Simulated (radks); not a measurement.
The numbers below are computed, except where a source is named.
Species: Ni3+. Configuration: [Ar] 3d6 4s1 (not the ground configuration).

Code: a radial shooting solver on a logarithmic mesh with Libxc functionals. Model: scalar-relativistic Kohn-Sham, LDA (Slater exchange, Perdew-Wang correlation), spin-polarised, spherical densities, finite nucleus; open shells are filled with parallel spins first; Fermi nuclear charge, rms radius 3.7757 fm.

Energy parts (eV):
part                      energy
total                 -41232.795
kinetic                41791.928
electron-nucleus      -97844.759
Hartree                16435.822
exchange-correlation   -1615.786

Orbitals (lengths in bohr, moments of r in powers of bohr; r(max) is where P^2 peaks):
| orbital | occ. | eigenvalue (eV) | <r> | r(max) | <r^2> | <1/r> |
|---|---|---|---|---|---|---|
| 1s up | 1 | -8244.511 | 0.05418 | 0.03546 | 0.003948 | 28.04 |
| 1s down | 1 | -8244.383 | 0.05418 | 0.03546 | 0.003948 | 28.04 |
| 2s up | 1 | -1031.791 | 0.2456 | 0.2050 | 0.07120 | 6.052 |
| 2s down | 1 | -1028.940 | 0.2452 | 0.2049 | 0.07098 | 6.062 |
| 2p up | 3 | -895.7041 | 0.2158 | 0.1649 | 0.05716 | 5.947 |
| 2p down | 3 | -893.4928 | 0.2153 | 0.1648 | 0.05692 | 5.956 |
| 3s up | 1 | -160.8290 | 0.7296 | 0.6361 | 0.6132 | 1.950 |
| 3s down | 1 | -155.6317 | 0.7324 | 0.6372 | 0.6182 | 1.940 |
| 3p up | 3 | -121.1222 | 0.7583 | 0.6404 | 0.6751 | 1.816 |
| 3p down | 3 | -116.0155 | 0.7626 | 0.6422 | 0.6832 | 1.805 |
| 3d up | 5 | -57.2697 | 0.8461 | 0.6025 | 0.8953 | 1.520 |
| 3d down | 1 | -52.2360 | 0.8628 | 0.6084 | 0.9357 | 1.499 |
| 4s up | 1 | -37.5739 | 2.025 | 1.813 | 4.624 | 0.6550 |
| 4s down | 0 | -34.8226 | 2.079 | 1.842 | 4.883 | 0.6373 |

The highest occupied level is 4s up at -37.574 eV. The electron density at the nucleus is 1.969e+04 e/bohr^3 (large components only). Summed over all electrons, <r^2> = 15.83 bohr^2, which gives a Langevin (diamagnetic) susceptibility term of -12.5 x 10^-6 cm^3/mol. The density falls to 0.001 e/bohr^3 at r = 3.21 bohr. The spin density at the nucleus is 16.18 e/bohr^3 (1s -0.02, 2s -2.83, 3s 1.59, 4s 17.43). Spin moment in Bohr magnetons: 5.
